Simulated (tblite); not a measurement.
Compound: C6H8NO (doublet state).
Cartesian coordinates in Å at the GFN2-xTB level; atoms count from 1:
```
atom  x, y, z in Å
C1    -2.419   -0.190    1.921
C2    -2.052    0.288    0.863
C3    -1.634    0.790   -0.334
C4    -0.789    0.006   -1.263
C5     0.696    0.143   -0.861
O6     1.521    0.658   -1.580
N7     0.958   -0.374    0.353
C8     2.263   -0.307    0.964
H9    -2.765   -0.578    2.831
H10   -1.847    1.821   -0.567
H11   -0.883    0.374   -2.285
H12   -1.041   -1.057   -1.228
H13    0.189   -0.706    0.916
H14    2.605   -1.305    1.243
H15    2.948    0.119    0.233
H16    2.244    0.327    1.853
```

Calculated harmonic vibrations of the isolated species, GFN2-xTB (tblite), most abundant isotopes, no scaling. Errors from tens to a few hundred cm⁻¹ against measured bands are possible. One conformer, not necessarily the lowest. Open shells enter through the occupations alone, without spin polarisation, and single modes of such species can be off by tens of per cent.

Harmonic wavenumbers (cm⁻¹): 35.5, 56.3, 122.0, 127.4, 168.7, 217.3, 268.2, 320.5, 382.3, 468.1, 481.3, 517.7, 563.9, 608.4, 649.8, 694.1, 862.8, 920.7, 1003.3, 1072.5, 1106.0, 1121.8, 1136.5, 1169.0, 1197.8, 1251.1, 1342.2, 1394.8, 1426.5, 1446.9, 1463.3, 1483.0, 1767.3, 2114.6, 2956.9, 2970.2, 2989.1, 3013.1, 3036.5, 3090.6, 3393.8, 3430.1.

A = 3254, B = 1440, C = 1058 MHz; mass 110.061 u (most abundant isotopes); point group C1, symmetry number 1; spin multiplicity 2.

Task: Zero-point energy?

Result: Half the sum of the wavenumbers: 26921 cm⁻¹ = 76.97 kcal/mol.

Task: Entropy at 298.15 K, 1 bar (ideal gas, RRHO, classical rotation)?

Result: Translation 40.03, rotation 28.56, vibration 29.06, spin (R ln 2) 1.38: S = 99.0 cal/(mol K).

Task: And Cp and H(298.15 K) − H(0)?

Result: Cp = 35.77 cal/(mol K), of which vibrations give 27.82 (their classical limit is 42 R = 83.5); H(298.15 K) − H(0) = 6.77 kcal/mol without the zero-point energy, 4.40 from vibrations.

Task: Blend soft modes into free rotors: weight 1/[1 + (100 cm⁻¹/ν̃)⁴] for the oscillator and the rest for a rotor with moment μB/(μ + B), μ = h/(8π²ν), B = 10⁻⁴⁴ kg m². What vibrational entropy results?

Result: 26.20 cal/(mol K) in place of 29.06, which changes −T·S at 298.15 K by +0.85 kcal/mol.

Task: What must be added to the electronic energy to get the Gibbs energy at 298.15 K and 1 bar?

Result: ZPE + [H(298.15 K) − H(0)] − T·S = 76.97 + 6.77 − 29.53 = 54.21 kcal/mol.

Task: Which modes carry the vibrational entropy at 298.15 K?

Result: 35.5 cm⁻¹: 5.50; 56.3 cm⁻¹: 4.58; 122.0 cm⁻¹: 3.07; 127.4 cm⁻¹: 2.98; 168.7 cm⁻¹: 2.45; 217.3 cm⁻¹: 1.98 cal/(mol K); the other 36 give 8.50 together.

Hindered rotation and anharmonicity are outside this model. Other conformers, if any are populated, would add a mixing term that is left out. The structure is chiral; the term R ln 2 for an equal mix with its mirror image is left out.
